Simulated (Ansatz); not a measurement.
Reaction (cleavage of the Sn–Si bond): `[GaH2][SiH2][SnH3]` + `C[SeH]` → `C[Se][SnH3]` + `[SiH3][GaH2]`

Calculated with Ansatz (gas phase, PBE0-D4/def2-TZVP geometries, no zero-point term in ΔE). CBS: MP2 limit from def2 TZ/QZ plus the TZ coupled-cluster correction, frozen cores. Functionals use def2-TZVPP. B3LYP here is the variant with VWN-RPA as its local correlation; programs differ in this. HSE06 is defined as in plane-wave codes. def2 core potentials past Kr. For Ga, Se, Sn outer-core shells are correlated without core-valence functions, which leaves a few kJ/mol of doubt a bond. Scalar relativity is left out up to krypton.

```csv
level,ΔE (kcal/mol),difference from CCSD(T)/CBS
revPBE-D4,-6.7,1.7
B3LYP-D4,-8.2,0.2
r2SCANh-D4,-7.4,1.0
r2SCAN0-D4,-7.5,0.9
HSE06-D4,-6.7,1.7
PBE-QIDH,-7.5,0.9
PBE,-6.2,2.2
PBE0,-6.7,1.7
LC-ωPBE,-7.1,1.3
RPA@PBE/def2-TZVPP,-7.2,1.2
MP2/def2-SVP,-8.5,-0.1
HF/def2-TZVPP,-11.2,-2.8
CCSD(T)/def2-TZVPP,-7.2,1.2
HF/def2-QZVPP,-11.4,-3.0
MP2/def2-QZVPP,-8.8,-0.4
HF/CBS(def2),-11.4,-3.0
CCSD(T)/CBS,-8.4,0
```

Largest T1 diagnostic among the species: 0.014.

In def2-TZVPP, CCSD(T) changes the Hartree–Fock value by +4.0 kcal/mol (the triples alone add +0.3 kcal/mol) and MP2 by +3.2 kcal/mol. Leaving LDA and LC-ωPBE aside and taking each functional with its dispersion term where it has one, the values, not all of them listed here, spread over 2.8 kcal/mol, from BHLYP-D4 to PBE-D4. LDA lies +1.2 kcal/mol from PBE without D4.

CCSD(T)/CBS has its own doubt, a few kJ/mol and more with outer-core shells, so smaller differences from it don't rank the levels.
